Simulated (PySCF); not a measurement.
From PBE0 to CCSD(T): MK along the alkali metals

PBE0 and CCSD(T) in PySCF with def2-SVPD on every atom (core potentials on Rb, Cs), for the lowest determinant that a PBE0 search found; no spin–orbit coupling.

| molecule | state (unpaired electrons) | PBE0 Re (Å) | PBE0 ωe (cm⁻¹) | PBE0 De (eV) | CCSD(T) Re (Å) | CCSD(T) ωe (cm⁻¹) | CCSD(T) De (eV) |
| --- | --- | --- | --- | --- | --- | --- | --- |
| KLi | singlet (closed shell) | 3.427 | 203 | 0.65 | 3.443 | 199 | 0.69 |
| KNa | singlet (closed shell) | 3.572 | 122 | 0.62 | ? | ? | ? |
| KRb | singlet (closed shell) | 4.157 | 74.2 | 0.48 | 4.165 | 70.4 | 0.46 |
| CsK | singlet (closed shell) | 4.387 | 66.6 | 0.46 | 4.402 | 64.6 | 0.45 |

Estimate the CCSD(T) values of KNa by adding the mean shift from PBE0 to CCSD(T) of the other rows, and compare with the calculation.

The mean shifts are +1.3 pm, -3 cm⁻¹ and +0.00 eV, which give 3.585 Å, 119 cm⁻¹ and 0.62 eV. CCSD(T)/def2-SVPD gives Re = 3.649 Å, ωe = 116 cm⁻¹, De = 0.62 eV.

What are the mean differences of PBE0 from CCSD(T) over the whole series?

Re -2.9 pm, ωe +4 cm⁻¹, De -0.00 eV.

In a basis of this size CCSD(T) is itself not converged; it tends to give bonds that are too long and too weak.

Correlated steps freeze the inner cores (5 to 6 orbitals); shallow outer-core shells are correlated. Closed-shell solutions of metal pairs were not tested for spin polarisation, which can lower them a little. Weak bonds: CsK, KRb. Basis-set superposition, not corrected here, can be much of De in a small basis, most of all at correlated wavefunction levels. Functionals without a dispersion term scatter widely for such bonds, and LDA overbinds them. Spin–orbit coupling is left out. Where the molecule has an RHF reference, its open-shell atoms are computed with UHF.
